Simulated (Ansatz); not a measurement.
Cartesian coordinates in Å:
```
F -0.076 -0.623 1.986
C -0.110 -0.220 0.694
S 0.124 -1.621 -0.521
C 0.887 0.814 0.185
Al -0.729 0.620 -0.898
H -1.054 -2.241 -0.309
H 1.918 0.517 -0.025
H 0.859 1.696 0.829
H -1.818 1.059 -1.940
```

Charge 0, multiplicity 1. The bonds changed during the relaxation, so this is another structure than the one it started from.

**Question.** List the r2SCAN/def2-TZVPP orbital energies in eV (the Gaussian-basis code of Ansatz). (Estimate.)

**Answer.** The calculation gave: Occupied: -2410.11, -1517.17, -666.27, -275.59, -272.74, -214.51, -158.58, -158.49, -158.41, -110.70, -71.00, -70.88, -70.78, -31.82, -21.22, -18.46, -14.97, -13.24, -12.14, -11.33, -10.53, -9.76, -9.68, -8.58, -7.96, -6.52, -5.32. Lowest empty: -1.09, -0.90, -0.50, 0.15, 0.38, 1.85, 2.64, 2.88.
